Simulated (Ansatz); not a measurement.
Ansatz (a first-principles code) input:

Ansatz 0.2 input:
```yaml
crystal:
  periodic: [false, false, false]
  atoms:
    - {symbol: Si, position_ang: [0.26425806, -0.15645899, 0.31984687]}
    - {symbol: Cl, position_ang: [1.22933227, 1.33796932, 1.43829372]}
    - {symbol: Cl, position_ang: [1.49935078, -0.42902873, -1.34623474]}
    - {symbol: O, position_ang: [-1.19676098, 0.30373625, -0.05673706]}
    - {symbol: Si, position_ang: [-2.60805731, -0.77671437, -0.46072102]}
    - {symbol: H, position_ang: [0.39623919, -1.38670208, 1.11269319]}
    - {symbol: H, position_ang: [-2.62164370, -1.53886171, 0.88599927]}
    - {symbol: H, position_ang: [-1.77492968, -1.89188920, -1.13756087]}
basis:
  gaussian:
    orbitals: def2-TZVPD
hamiltonian:
  xc: {name: r2SCAN}
total_charge: -1
output: {forces: true}
```

Task: Which total energy does the run end on?

Result: -1576.55715 Eh (r2SCAN/def2-TZVPD). The basis has 245 functions.

It need not be the lowest isomer of its formula. Whether it binds its extra electron was not tested at this geometry.
